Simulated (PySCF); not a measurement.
**How the method moves the HOMO and LUMO of `[H]/N=C(\C=C)B(Cl)Cl`**

C₃H₄BCl₂N.
Z-matrix (Å and degrees, PBE0-D3(BJ)/def2-SVP geometry), rows numbered from 1:
```
C 
C   1  1.3379
C   2  1.4700  1  125.01
N   3  1.2815  2  124.33  1   179.11
B   3  1.5806  2  123.18  1     1.45
Cl  5  1.7490  3  120.18  2    63.12
Cl  5  1.7400  3  120.40  2  -118.70
H   1  1.0924  2  121.23  3   179.29
H   1  1.0940  2  121.84  3    -1.47
H   2  1.0984  1  119.77  3  -179.16
H   4  1.0290  3  110.84  2    -1.49
```

Basis pcSseg-1 throughout (PySCF), one geometry. Isolated species at its PBE0-D3(BJ)/def2-SVP geometry (one conformer only).

How do the orbital energies, the gap and the dipole change with the method?

| method | kind | HOMO (eV) | LUMO (eV) | gap (eV) | μ (D) | SCF cycles |
| --- | --- | --- | --- | --- | --- | --- |
| PBE | GGA | -6.32 | -2.90 | 3.42 | 2.84 | 16 |
| B97-D | GGA | -6.37 | -2.78 | 3.58 | 2.90 | 16 |
| LDA | LDA | -6.43 | -3.16 | 3.27 | 2.95 | 16 |
| B97-2 | global hybrid | -7.65 | -2.02 | 5.63 | 3.02 | 14 |
| PBE0 | global hybrid | -7.91 | -1.99 | 5.93 | 3.03 | 14 |
| CAM-B3LYP | range-separated hybrid | -9.30 | -0.80 | 8.50 | 3.05 | 13 |
| wB97X-D | range-separated hybrid | -9.86 | -0.22 | 9.64 | 3.12 | 15 |
| LC-wPBE | range-separated hybrid | -10.71 | 0.25 | 10.96 | 3.13 | 14 |

The HOMO spans 4.39 eV, from PBE down to LC-wPBE, and the gap runs from 3.27 eV (LDA) to 10.96 eV (LC-wPBE). Over the methods PBE (0 %), B97-D (0 %), LDA (0 %), B97-2 (21 %), PBE0 (25 %), a straight line through the gap against the share of exact exchange rises by 1.02 eV for each 10 % (correlation coefficient 0.996). The dipole ranges from 2.84 D (PBE) to 3.13 D (LC-wPBE). This basis has no diffuse functions.
